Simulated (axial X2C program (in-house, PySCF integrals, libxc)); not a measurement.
Nuclear properties of CSe⁺

Computed with an in-house all-electron X2C program for linear molecules (integrals from PySCF): two-component X2C with atomic mean-field Coulomb and Gaunt terms, Gaussian nuclei, basis Se dyall-cv3z, C dyall-v3z with contracted cores.

R = 1.625 Å (near the PBE0 minimum at charge 1 of the determinant lowest at the starting distance; the state shown can have its own minimum elsewhere).

Input and command:
```json
{"zs": [34, 6], "q": 1, "bas": ["dyall-cv3z", "dyall-v3z"], "r0": 1.74, "levels": ["PBE0", "HF", "B3LYP", "PBE50", "r2SCAN"], "nst": 3}
```
```bash
python soeom.py task.json out
```

Keys: zs atomic numbers; q charge; bas basis sets; r0 starting distance in Å; levels methods; nst determinants followed.

Determinant lowest in the PBE0 search, Ω = 1/2 (⟨Sz⟩ = 0.50, ⟨Lz⟩ = 0.00 at PBE0), spin on the atoms Se -0.13, C 0.63:

| level | Eeff magnitude (GV/cm) | Ws magnitude Se (kHz) | Ws magnitude C (kHz) | A∥/gI Se (MHz) | qzz Se (a.u.) | A∥/gI C (MHz) | qzz C (a.u.) |
| --- | --- | --- | --- | --- | --- | --- | --- |
| PBE0 | 0.107 | 0.0428 | 0.0222 | 287 | 0.70 | 718 | -0.16 |
| HF | 0.212 | 0.224 | 0.0246 | 545 | -1.21 | 981 | -0.12 |
| B3LYP | 0.0463 | 0.0121 | 0.0225 | 224 | 0.98 | 714 | -0.16 |
| PBE50 | 0.154 | 0.0809 | 0.0235 | 379 | 0.32 | 769 | -0.19 |
| r2SCAN | 0.121 | 0.0583 | 0.0219 | 333 | 0.74 | 752 | -0.16 |

Determinant 1.35 eV from it at PBE0 and this distance, Ω = 3/2 (⟨Sz⟩ = 0.50, ⟨Lz⟩ = 1.00 at PBE0), spin on the atoms Se 0.37, C 0.13:

| level | Eeff magnitude (GV/cm) | Ws magnitude Se (kHz) | A∥/gI Se (MHz) | qzz Se (a.u.) | A∥/gI C (MHz) | qzz C (a.u.) |
| --- | --- | --- | --- | --- | --- | --- |
| PBE0 | 0.301 | 0.0655 | 382 | -4.63 | 28.3 | -1.20 |
| HF | 0.586 | 0.147 | 330 | -3.94 | 27.2 | -1.41 |
| B3LYP | 0.258 | 0.0533 | 401 | -4.52 | 30.4 | -1.25 |
| PBE50 | 0.356 | 0.0802 | 378 | -4.47 | 26.4 | -1.26 |
| r2SCAN | 0.307 | 0.0642 | 405 | -4.71 | 34.2 | -1.19 |

Eeff is the effective electric field on the electron electric dipole moment in this Ω state and Ws the scalar–pseudoscalar constant of the nucleus named (defined with the proton number Z and per Ω); A∥ (defined per Ω) follows by multiplying with gI = μI/(I μN); qzz is the electric field gradient, eQq0 = 234.96 MHz × Q/barn × qzz. The operators were transformed with the bare-nucleus X2C matrices; with these basis sets, hyperfine constants and field gradients can be off by tens of per cent, and where levels differ in sign neither size nor sign is settled.

**Question.** With gI(13C) = 1.4048 (g factors from the IAEA table of nuclear moments by Stone), turn the PBE0 values of the first state into constants in MHz.

**Answer.** A∥(13C) = 718 × 1.4048 = 1010 MHz.

Each state is one determinant with collinear spin. Unrestricted Hartree–Fock can overshoot spin polarisation at the nuclei. In the state Ω = 1/2 the sign of Eeff differs between levels (HF against PBE0). Where Eeff spreads by more than a factor of two the levels disagree and none is to be relied on. The search compared states at one distance, so a state with another bond length can lie lower. The sign of Ws at Se differs between levels in the first state. The sign of Ws at C differs between levels in the second state. Where a field gradient or hyperfine factor spreads by more than a factor of two over the levels, a constant derived from it is not to be relied on. PBE0 term energies can be off by some tenths of an eV.
